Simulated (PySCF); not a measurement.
# PySCF run on LiTe⁻

File input.py (PySCF 2.14):

```python
from pyscf import gto, scf
from pyscf.geomopt.geometric_solver import optimize

mol = gto.M(
    atom='Li 0 0 0; Te 0 0 2.39',
    basis='def2-svp',
    ecp={'Te': 'def2-svp'},
    charge=-1,
    spin=0,
    verbose=3,
)
mf = scf.RHF(mol)
mf.kernel()
mol_eq = optimize(mf, maxsteps=30)
print('optimised geometry (angstrom)')
print(mol_eq.tostring('raw'))
print('orbital energies (hartree):', mf.mo_energy[..., max(0, mol.nelec[1]-3):mol.nelec[0]+3].round(4))
```

```bash
$ OMP_NUM_THREADS=1 python input.py
```

Output:

```
converged SCF energy = -274.481265931955
input.py

Current date and time:

#|     Arguments passed to driver run_optimizer():      |#
customengine              <pyscf.geomopt.geometric_solver.PySCFEngine object>
logIni                    <dir>
maxiter                   30
----------------------------------------------------------
Custom engine selected.
Bonds will be generated from interatomic distances less than 1.20 times sum of covalent radii
6 internal coordinates being used (instead of 6 Cartesians)
Internal coordinate system (atoms numbered from 1):
Distance 1-2
Translation-X 1-2
Translation-Y 1-2
Translation-Z 1-2
Rotation-A 1-2
Rotation-B 1-2
Rotation-C 1-2
<class 'geometric.internal.Distance'> : 1
<class 'geometric.internal.TranslationX'> : 1
<class 'geometric.internal.TranslationY'> : 1
<class 'geometric.internal.TranslationZ'> : 1
<class 'geometric.internal.RotationA'> : 1
<class 'geometric.internal.RotationB'> : 1
<class 'geometric.internal.RotationC'> : 1
> ===== Optimization Info: ====
> Job type: Energy minimization
> Maximum number of optimization cycles: 30
> Initial / maximum trust radius (Angstrom): 0.100 / 0.300
> Convergence Criteria:
> Will converge when all 5 criteria are reached:
>  |Delta-E| < 1.00e-06
>  RMS-Grad  < 3.00e-04
>  Max-Grad  < 4.50e-04
>  RMS-Disp  < 1.20e-03
>  Max-Disp  < 1.80e-03
> === End Optimization Info ===

Geometry optimization cycle 1
Cartesian coordinates (Angstrom)
 Atom        New coordinates             dX        dY        dZ
  Li   0.000000   0.000000   0.000000    0.000000  0.000000  0.000000
  Te   0.000000   0.000000   2.390000    0.000000  0.000000  0.000000

WARN: Mole.unit (angstrom) is changed to Bohr

converged SCF energy = -274.481265931956
--------------- RHF_Scanner gradients ---------------
         x                y                z
0 Li     0.0000000000     0.0000000000    -0.0002644387
1 Te    -0.0000000000    -0.0000000000     0.0002644387
----------------------------------------------
cycle 1: E = -274.481265932  dE = -274.481  norm(grad) = 0.000373973
Step    0 : Gradient = 2.644e-04/2.644e-04 (rms/max) Energy = -274.4812659320
Hessian Eigenvalues: 5.00000e-02 5.00000e-02 5.00000e-02 ... 5.00000e-02 5.00000e-02 6.45803e-02

Geometry optimization cycle 2
Cartesian coordinates (Angstrom)
 Atom        New coordinates             dX        dY        dZ
  Li  -0.000000  -0.000000   0.001083   -0.000000 -0.000000  0.001083
  Te   0.000000   0.000000   2.388917    0.000000  0.000000 -0.001083
converged SCF energy = -274.481266428623
--------------- RHF_Scanner gradients ---------------
         x                y                z
0 Li     0.0000000000    -0.0000000000     0.0000224247
1 Te    -0.0000000000     0.0000000000    -0.0000224247
----------------------------------------------
cycle 2: E = -274.481266429  dE = -4.96668e-07  norm(grad) = 3.17133e-05
Step    1 : Displace = 1.083e-03/1.083e-03 (rms/max) Trust = 1.000e-01 (=) Grad = 2.242e-05/2.242e-05 (rms/max) E (change) = -274.4812664286 (-4.967e-07) Quality = 0.917
Hessian Eigenvalues: 5.00000e-02 5.00000e-02 5.00000e-02 ... 5.00000e-02 5.00000e-02 6.45803e-02
Converged! =D

    #| If this code has benefited your research, please support us by citing: |#
    #| Wang, L.-P.; Song, C.C. (2016) "Geometry optimization made simple with |#
    #| translation and rotation coordinates", J. Chem, Phys. 144, 214108.     |#
    #|                                     |#
optimised geometry (angstrom)
Li         -0.00000000       -0.00000000        0.00108342
Te          0.00000000        0.00000000        2.38891658
orbital energies (hartree): [-0.0615 -0.0355 -0.0355  0.1379  0.2445  0.2923]
```

In short: E(SCF) = -274.481266 Eh, all at the start geometry; optimised bond 2.388 Å with E = -274.481266 Eh after 2 steps.

It ran on Intel Xeon 6975P-C (1 thread, shared host) in 1.8 s.

At this level a UHF run with spin=2 ends 0.18 eV lower; the true order of the states can differ. The last line lists the levels of the start geometry. The basis has no diffuse functions, which an anion needs. Stability towards an unrestricted solution was not tested.
